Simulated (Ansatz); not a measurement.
Species: sum formula AlOH (charge 0, singlet). 
Geometry from a B3LYP-D3(BJ)/def2-TZVP (Ansatz, a program for electronic structure) optimisation:
SMILES: [OH][Al]
```xyz
3

Al     0.0000     0.0000    -0.7312
O      0.0000     0.0000     0.9503
H      0.0000     0.0000     1.9031
```

Property: atomisation energy (electronic, to ground-state atoms), in kcal/mol. Valence correlation only, unless marked. UHF or UKS for open shells. Spin-orbit coupling is left out. Non-relativistic. The coupled-cluster limit lacks core correlation, which all-electron functionals hold. CBS(X,Y): correlation extrapolated as X^-3; Hartree-Fock from the larger set (for Q and 5 zeta extrapolated as (X+1)exp(-9√X)).

```
level                                        program  atomisation energy (kcal/mol)
------------------------------------  --------------  -----------------------------
r2SCANh-D4/def2-TZVPD                 Ansatz + dftd4                            [?]
HSE06-D4/def2-TZVPD                   Ansatz + dftd4                            [?]
CAM-B3LYP-D4/def2-TZVPD               Ansatz + dftd4                            [?]
LC-wPBE-D3(BJ)/def2-TZVPD             Ansatz + dftd3                          234.7
SCS-MP2/6-31G*                                Ansatz                          213.0
SCS-MP2/cc-pV(D+d)Z                           Ansatz                          217.2
SCS-MP2/cc-pV(Q+d)Z                           Ansatz                          242.5
CCSD(T)/CBS(cc-pV(Q+d)Z,cc-pV(5+d)Z)          Ansatz                          239.9
```

### Question
Complete the blanks.

### Answer

- r2SCANh-D4/def2-TZVPD, atomisation energy (kcal/mol): 232.9
- HSE06-D4/def2-TZVPD, atomisation energy (kcal/mol): 232.2
- CAM-B3LYP-D4/def2-TZVPD, atomisation energy (kcal/mol): 238.4
